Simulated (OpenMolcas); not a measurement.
**Multiconfigurational calculation on Ru I**

Input:

```
&GATEWAY
Coord
1

Ru 0.0 0.0 0.0
Basis=ANO-RCC-VTZP
Group=XYZ
NoMove
AngMom=0.0 0.0 0.0
AMFI
&SEWARD
* reference wave functions (RASSCF and RASSI steps not shown): 8 electrons in 6 orbitals (4d 5s)
>>> COPY JOB001 $Project.JobIph
&CASPT2
Multistate=15 1 2 3 4 5 6 7 8 9 10 11 12 13 14 15
Frozen=8 6
IPEA=0.0
Imaginary=0.1
MaxIter=60
WThr=0.0 0.3 0.05
PrWF=0.5
NoMix
>>> COPY JOB002 $Project.JobIph
&CASPT2
Multistate=75 1 2 3 4 5 6 7 8 9 10 11 12 13 14 15 16 17 18 19 20 21 22
23 24 25 26 27 28 29 30 31 32 33 34 35 36 37 38 39 40 41 42 43 44 45 46
47 48 49 50 51 52 53 54 55 56 57 58 59 60 61 62 63 64 65 66 67 68 69 70
71 72 73 74 75
NoMult
Frozen=8 6
IPEA=0.0
Imaginary=0.1
MaxIter=60
WThr=0.0 0.3 0.05
PrWF=0.5
NoMix
>>> COPY JOB003 $Project.JobIph
&CASPT2
Multistate=57 1 2 3 4 5 6 7 8 9 10 11 12 13 14 15 16 17 18 19 20 21 22
23 24 25 26 27 28 29 30 31 32 33 34 35 36 37 38 39 40 41 42 43 44 45 46
47 48 49 50 51 52 53 54 55 56 57
Frozen=8 6
IPEA=0.0
Imaginary=0.1
MaxIter=60
WThr=0.0 0.3 0.05
PrWF=0.5
NoMix
```

Launched by
```bash
OMP_NUM_THREADS=1 MOLCAS_MEM=1689 MOLCAS_PROJECT=a pymolcas a.inp > a.log  # once for each step of the input, in one work folder
```

Output, cut to the results:

```
--- CASPT2 ---
Orbital specifications:
      -----------------------

      Symmetry species                           1   2
                                                ag  au
      Frozen orbitals                            8   6
      Inactive orbitals                          1   3
      Active orbitals                            6   0
      Secondary orbitals                        21  23
      Deleted orbitals                           0   0
      Number of basis functions                 36  32
Type of calculation                        MS-CASPT2
      Fock operator                              state-specific
      IPEA shift                                 0.00
      Real shift                                 0.00
      Imaginary shift                            0.10
      The input orbitals will be transformed to quasi-canonical
Reference energy:       -4527.3379934945
      E2 (Non-variational):      -0.5370376312
      Shift correction:          -0.0005856572
      E2 (Variational):          -0.5376232883
      Total energy:           -4527.8756167828
      Residual norm:              0.0000008946
      Reference weight:           0.88364
      Contributions to the CASPT2 correlation energy
      Active & Virtual Only:         -0.2101623417
      One Inactive Excited:          -0.2264818326
      Two Inactive Excited:          -0.1003934568
Reference energy:       -4527.3379934945
      E2 (Non-variational):      -0.5344069043
      Shift correction:          -0.0005496171
      E2 (Variational):          -0.5349565214
      Total energy:           -4527.8729500159
      Residual norm:              0.0000001505
      Reference weight:           0.88545
      Contributions to the CASPT2 correlation energy
      Active & Virtual Only:         -0.2085066360
      One Inactive Excited:          -0.2256490524
      Two Inactive Excited:          -0.1002512159
::    CASPT2 Root  1     Total energy:  -4527.87561678
::    CASPT2 Root  2     Total energy:  -4527.87295002
::    CASPT2 Root  3     Total energy:  -4527.87362415
::    CASPT2 Root  4     Total energy:  -4527.87422141
::    CASPT2 Root  5     Total energy:  -4527.87778267
::    CASPT2 Root  6     Total energy:  -4527.87497283
::    CASPT2 Root  7     Total energy:  -4527.87425518
::    CASPT2 Root  8     Total energy:  -4527.85874052
::    CASPT2 Root  9     Total energy:  -4527.85873502
::    CASPT2 Root 10     Total energy:  -4527.85873802
::    CASPT2 Root 11     Total energy:  -4527.85874088
::    CASPT2 Root 12     Total energy:  -4527.85874145
::    CASPT2 Root 13     Total energy:  -4527.84100265
::    CASPT2 Root 14     Total energy:  -4527.84100265
::    CASPT2 Root 15     Total energy:  -4527.84100265
::    MS-CASPT2 Root  1     Total energy:  -4527.87794908
::    MS-CASPT2 Root  2     Total energy:  -4527.87594627
::    MS-CASPT2 Root  3     Total energy:  -4527.87487251
::    MS-CASPT2 Root  4     Total energy:  -4527.87436933
::    MS-CASPT2 Root  5     Total energy:  -4527.87397154
::    MS-CASPT2 Root  6     Total energy:  -4527.87347435
::    MS-CASPT2 Root  7     Total energy:  -4527.87289625
::    MS-CASPT2 Root  8     Total energy:  -4527.85874156
::    MS-CASPT2 Root  9     Total energy:  -4527.85873956
::    MS-CASPT2 Root 10     Total energy:  -4527.85873603
::    MS-CASPT2 Root 11     Total energy:  -4527.85873298
::    MS-CASPT2 Root 12     Total energy:  -4527.85873284
::    MS-CASPT2 Root 13     Total energy:  -4527.84099336
::    MS-CASPT2 Root 14     Total energy:  -4527.84098782
::    MS-CASPT2 Root 15     Total energy:  -4527.84098341
--- CASPT2 ---
Orbital specifications:
      -----------------------

      Symmetry species                           1   2
                                                ag  au
      Frozen orbitals                            8   6
      Inactive orbitals                          1   3
      Active orbitals                            6   0
      Secondary orbitals                        21  23
      Deleted orbitals                           0   0
      Number of basis functions                 36  32
Type of calculation                        SS-CASPT2
      Fock operator                              state-specific
      IPEA shift                                 0.00
      Real shift                                 0.00
      Imaginary shift                            0.10
      The input orbitals will be transformed to quasi-canonical
Reference energy:       -4527.2961192520
      E2 (Non-variational):      -0.5530997655
      Shift correction:          -0.0017705056
      E2 (Variational):          -0.5548702712
      Total energy:           -4527.8509895231
      Residual norm:              0.0000007744
      Reference weight:           0.85772
      Contributions to the CASPT2 correlation energy
      Active & Virtual Only:         -0.2279558212
      One Inactive Excited:          -0.2244163879
      Two Inactive Excited:          -0.1007275564
Reference energy:       -4527.2961192520
      E2 (Non-variational):      -0.5575515249
      Shift correction:          -0.0020179946
      E2 (Variational):          -0.5595695195
      Total energy:           -4527.8556887715
      Residual norm:              0.0000006256
      Reference weight:           0.85481
      Contributions to the CASPT2 correlation energy
      Active & Virtual Only:         -0.2306872211
      One Inactive Excited:          -0.2258755376
      Two Inactive Excited:          -0.1009887662
::    CASPT2 Root  1     Total energy:  -4527.85098952
::    CASPT2 Root  2     Total energy:  -4527.85568877
::    CASPT2 Root  3     Total energy:  -4527.85375340
::    CASPT2 Root  4     Total energy:  -4527.85284733
::    CASPT2 Root  5     Total energy:  -4527.85218198
::    CASPT2 Root  6     Total energy:  -4527.85441264
::    CASPT2 Root  7     Total energy:  -4527.84938328
::    CASPT2 Root  8     Total energy:  -4527.82927335
::    CASPT2 Root  9     Total energy:  -4527.82927654
...
```

Levels above the lowest, from the spin-orbit matrix with the multistate effective Hamiltonian, averaged by term, added to it:

```json
{"Configuration": "4d7 5s", "Term": "5F", "J": "5", "E (cm-1)": "0.0", "Measured (cm-1)": "0.0", "g": "1.397", "Term weight %": "98", "Second": ""}
{"Configuration": "4d7 5s", "Term": "5F", "J": "4", "E (cm-1)": "1205", "Measured (cm-1)": "1191", "g": "1.346", "Term weight %": "97", "Second": "2 3F(1)"}
{"Configuration": "4d7 5s", "Term": "5F", "J": "3", "E (cm-1)": "2160", "Measured (cm-1)": "2092", "g": "1.248", "Term weight %": "98", "Second": ""}
{"Configuration": "4d7 5s", "Term": "5F", "J": "2", "E (cm-1)": "2800", "Measured (cm-1)": "2713", "g": "1.002", "Term weight %": "98", "Second": ""}
{"Configuration": "4d7 5s", "Term": "5F", "J": "1", "E (cm-1)": "3210", "Measured (cm-1)": "3105", "g": "0.011", "Term weight %": "98", "Second": "2 3D"}
{"Configuration": "4d6 5s2", "Term": "5D", "J": "4", "E (cm-1)": "3830", "Measured (cm-1)": "7483", "g": "1.483", "Term weight %": "93", "Second": "4 4d7 5s 3F(1)"}
{"Configuration": "4d6 5s2", "Term": "5D", "J": "3", "E (cm-1)": "5000", "Measured (cm-1)": "8575", "g": "1.491", "Term weight %": "97", "Second": ""}
{"Configuration": "4d7 5s", "Term": "3F(1)", "J": "4", "E (cm-1)": "5170", "Measured (cm-1)": "", "g": "1.256", "Term weight %": "91", "Second": "4 4d6 5s2 5D"}
{"Configuration": "4d6 5s2", "Term": "5D", "J": "2", "E (cm-1)": "5500", "Measured (cm-1)": "9058", "g": "1.495", "Term weight %": "85", "Second": "12 4d7 5s 3P(1)"}
{"Configuration": "4d6 5s2", "Term": "5D", "J": "1", "E (cm-1)": "5940", "Measured (cm-1)": "9073", "g": "1.502", "Term weight %": "93", "Second": "5 4d7 5s 3P(1)"}
{"Configuration": "4d6 5s2", "Term": "5D", "J": "0", "E (cm-1)": "6140", "Measured (cm-1)": "9492", "g": "", "Term weight %": "95", "Second": "4 4d7 5s 3P(1)"}
{"Configuration": "4d7 5s", "Term": "3F(1)", "J": "3", "E (cm-1)": "6750", "Measured (cm-1)": "", "g": "1.091", "Term weight %": "95", "Second": ""}
{"Configuration": "4d7 5s", "Term": "3P(1)", "J": "2", "E (cm-1)": "6960", "Measured (cm-1)": "", "g": "1.488", "Term weight %": "54", "Second": "21 5P"}
{"Configuration": "4d7 5s", "Term": "3F(1)", "J": "2", "E (cm-1)": "7680", "Measured (cm-1)": "", "g": "0.784", "Term weight %": "85", "Second": "6 3P(1)"}
{"Configuration": "4d7 5s", "Term": "5P", "J": "3", "E (cm-1)": "8500", "Measured (cm-1)": "8771", "g": "1.664", "Term weight %": "99", "Second": ""}
{"Configuration": "4d7 5s", "Term": "5P", "J": "1", "E (cm-1)": "8510", "Measured (cm-1)": "", "g": "1.968", "Term weight %": "48", "Second": "40 3P(1)"}
{"Configuration": "4d7 5s", "Term": "5P", "J": "2", "E (cm-1)": "9460", "Measured (cm-1)": "8044", "g": "1.696", "Term weight %": "60", "Second": "23 3P(1)"}
{"Configuration": "4d7 5s", "Term": "3P(1)", "J": "0", "E (cm-1)": "10280", "Measured (cm-1)": "", "g": "", "Term weight %": "74", "Second": "24 3P(2)"}
{"Configuration": "4d7 5s", "Term": "3P(1)", "J": "1", "E (cm-1)": "10590", "Measured (cm-1)": "", "g": "1.895", "Term weight %": "52", "Second": "41 5P"}
{"Configuration": "4d7 5s", "Term": "3G", "J": "5", "E (cm-1)": "10870", "Measured (cm-1)": "", "g": "1.193", "Term weight %": "92", "Second": "5 3H"}
{"Configuration": "4d7 5s", "Term": "3G", "J": "4", "E (cm-1)": "11350", "Measured (cm-1)": "", "g": "1.052", "Term weight %": "80", "Second": "7 3F(2)"}
{"Configuration": "4d7 5s", "Term": "3P(2)", "J": "1", "E (cm-1)": "11660", "Measured (cm-1)": "", "g": "1.550", "Term weight %": "78", "Second": "11 5P"}
{"Configuration": "4d7 5s", "Term": "3P(2)", "J": "2", "E (cm-1)": "12110", "Measured (cm-1)": "", "g": "1.471", "Term weight %": "73", "Second": "13 5P"}
{"Configuration": "4d7 5s", "Term": "3G", "J": "3", "E (cm-1)": "12130", "Measured (cm-1)": "", "g": "0.822", "Term weight %": "78", "Second": "20 3F(2)"}
```

Against the 11 measured excited levels shown (NIST Handbook of Basic Atomic Spectroscopic Data) the mean absolute deviation is 1700 cm-1; the largest miss in energy is 4d6 5s2 5D4: computed 3830, measured 7483 cm-1 (-48.8 %). Levels of one J stand in another order than measured, so their pairing by name is doubtful.

CASPT2 breaks the degeneracy within a term, and the mean is taken; among the terms shown or strongly mixed into the levels shown the widest spread is 1400 cm-1 (4d7 5s 3F(1)). Over all roots computed the reference weight is 0.83 to 0.89; the roots of lowest weight are the least certain, and an intruder state may touch them. Blocks of more than 70 roots (2S+1 = 3 even) ran without multistate coupling. Configurations are named by rounded mean occupations; where the s occupation lies near a half they are strongly mixed, a name can repeat and a true partner stay unpaired. A single d shell beside an s shell can misplace configurations of different d count against each other. The CASPT2 spread within a term exceeds the gap to the next term for 4d6 5s2 5D and 4d7 5s 3F(1), so the order of their levels is uncertain, and so are names and mixing where such terms share a J. Some terms miss by over 15 % even with CASPT2, which points to a basis or an active space too small for the shells correlated. Measured partners are found by configuration, term and J. A level has none where our copy of the source lacks it or the pairing is in doubt (some pairs that miss far off the trend of their configuration count as doubtful), and it then counts in no deviation. Levels of configurations outside the active space are missing. The first state left out of the spin-orbit step lies near 35000 cm-1 above the lowest spin-free state of the reference (among the parities and spins computed), and the list stops at four fifths of that energy or lower. The table shows the lowest 24 of 53 levels.

The term weight is that of the spin-free term in the level, not the purity of its configuration. A number in round brackets counts repeated terms of one configuration in the order of the reference energies.
